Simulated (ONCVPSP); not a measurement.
# revPBE ONCV dataset for B, non-relativistic all-electron reference.

| Item | Value |
| --- | --- |
| Element | B |
| Generator | ONCVPSP 4.0.1 |
| Type | optimised norm-conserving Vanderbilt (ONCV) |
| Functional | revPBE |
| Relativity | non-relativistic |
| Frozen core | [He] |
| Valence charge | 3 |
| Reference configuration | 2s1.75 2p1.25 |
| Partial waves | 2s: rc 1.55 bohr, ncon 3, nbas 7, qcut 5.3 1/bohr, 1 projector; 2p: rc 3.60 bohr, ncon 4, nbas 9, qcut 3.3 1/bohr, 3 projectors, debl 2.5 Ha |
| Local potential | polynomial inside 1.20 bohr (lpopt 5, dvloc0 2 Ha) |
| Core correction | none |

All-electron outer shells of the reference configuration (revPBE, non-relativistic, ld1.x):

```json
{"shell": "1s", "level (eV)": "-181.06", "outermost node (bohr)": "–", "outermost maximum (bohr)": "0.21"}
{"shell": "2s", "level (eV)": "-9.59", "outermost node (bohr)": "0.46", "outermost maximum (bohr)": "1.52"}
{"shell": "2p", "level (eV)": "-3.69", "outermost node (bohr)": "–", "outermost maximum (bohr)": "1.59"}
```

What the tests gave:

```json
{
 "Cutoffs needed": "9.8 Ha and 13 Ha (the cutoffs (Ha) at which the residual kinetic energy of the hardest occupied pseudo-wave falls to 1 and 0.1 mHa per electron) The cutoffs count occupied waves only; projector 3 of the p channel, the hardest unoccupied one, needs 36 Ha at the loose tolerance.",
 "Ghost test": "no bound ghost flagged; no localised positive-energy state flagged",
 "Largest excitation error": "+767 meV (all-electron minus pseudo) for 2s1 2p0, out of 4 test configurations"
}
```

Generation and tests took about 2.5 s on one core of a shared server CPU.
